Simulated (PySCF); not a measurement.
Compound: C6H7NO2.
Cartesian coordinates in Å at the GFN2-xTB level; atoms count from 1:
```xyz
16
C6H7NO2 angstrom
C     -2.4737    0.3214   -0.4840
C     -1.1065    0.6130    0.0505
O     -0.8949    1.1842    1.0880
C      0.0354    0.0837   -0.8187
C      0.7382   -0.9910   -0.0157
O      0.5404   -2.1633   -0.1753
C      1.6619   -0.4359    1.0558
C      2.7648    0.2589    0.4468
N      3.6291    0.8076   -0.0608
H     -2.5829   -0.7536   -0.6173
H     -3.2346    0.6873    0.2004
H     -2.5976    0.7942   -1.4564
H      0.7308    0.9005   -1.0181
H     -0.3461   -0.3365   -1.7472
H      2.0380   -1.2442    1.6872
H      1.0900    0.2828    1.6560
```

Computed, not measured: PBE0/def2-SVPD in PySCF (dipole) on a GFN2-xTB geometry, gas phase.

Masses are those of the commonest isotopes; rigid-rotor values at the optimised geometry. The values belong to one conformer with, in the numbering `[CH3:1][C:2](=[O:3])[CH2:4][C:5](=[O:6])[CH2:7][C:8]#[N:9]`, C1–C2–C4–C5 -114°, C2–C4–C5–O6 99°, C4–C5–C7–C8 -66°.

(1) What are A, B and C (GHz)?

(2) What kind of rotor is it?

(3) Is it planar, by Δ = Ic − Ia − Ib?

(4) List the rotational levels J(Ka,Kc) to J = 2 (K).

(5) Which types of transition are allowed, and where do some lines up to J = 3 fall?

(6) Estimate the classical rotational partition function at 10 K, 50 K and 298.15 K.

Answers

(1) Ia = 183.57, Ib = 476.34, Ic = 561.73 u·Å²; 505379 MHz·u·Å²/I gives 2753, 1061 and 899.7 MHz, that is A = 2.7531, B = 1.0610, C = 0.8997 GHz.

(2) An asymmetric top; Ray's κ = -0.826.

(3) Not planar: Δ = Ic − Ia − Ib = -98.18 u·Å². For a rigid frame Δ = −2 Σ m c², so Σ m c² = 49.09 u·Å² lies off the ab plane: 11.38 from hydrogen and 37.71 from heavier atoms. The atom farthest from that plane is 1.66 Å away.

(4) Above 0(0,0), as E/k:
J = 1: 1(0,1) 0.094, 1(1,1) 0.175, 1(1,0) 0.183
J = 2: 2(0,2) 0.282, 2(1,2) 0.356, 2(1,1) 0.379, 2(2,1) 0.623, 2(2,0) 0.623

(5) The dipole components are |μa| = 3.74 D, |μb| = 0.55 D, |μc| = 0.17 D. The squared components, which scale the intensities, stand as 1.00 : 0.02 : 0.00 (a : b : c). Some of the stronger lines:

```
type  branch         J(Ka,Kc)   MHz  lower level (cm⁻¹)
   a       Q  2(1,1) ← 2(1,2)   484               0.247
   a       Q  3(1,2) ← 3(1,3)   967               0.435
   a       R  1(0,1) ← 0(0,0)  1961               0.000
   a       R  2(1,2) ← 1(1,1)  3760               0.122
   a       R  2(0,2) ← 1(0,1)  3910               0.065
   a       R  2(1,1) ← 1(1,0)  4083               0.127
   c       Q  2(2,1) ← 2(1,1)  5076               0.263
   a       R  3(1,3) ← 2(1,2)  5633               0.247
   a       R  3(0,3) ← 2(0,2)  5838               0.196
   a       R  3(2,2) ← 2(2,1)  5882               0.433
   a       R  3(2,1) ← 2(2,0)  5926               0.433
   a       R  3(1,2) ← 2(1,1)  6117               0.263
   b       R  3(1,3) ← 2(0,2)  7175               0.196
   c       R  3(1,2) ← 2(0,2)  8142               0.196
   c       R  2(2,1) ← 1(1,1)  9320               0.122
```

(6) Point group C1, symmetry number σ = 1; q = (√π/σ)·√((kT/h)³/(ABC)), k/h = 20836.6 MHz/K: 3290 at 10 K, 36800 at 50 K, 535000 at 298.15 K.

No frequency check. Constants of a rigid frame at the computed geometry: no zero-point averaging, no centrifugal distortion. A rigid rotor knows nothing of internal rotation, which can split or shift real lines. Quadrupole hyperfine structure (14N) is left out.

Hardware: one thread of an Intel Xeon Platinum 8488C, shared host with 96 logical CPUs at a one-minute load of 36. Cost: 46 s wall, 0.94 GiB resident at most. This is the PBE0/def2-SVPD job that gave the dipole, with the excitations it also computed.
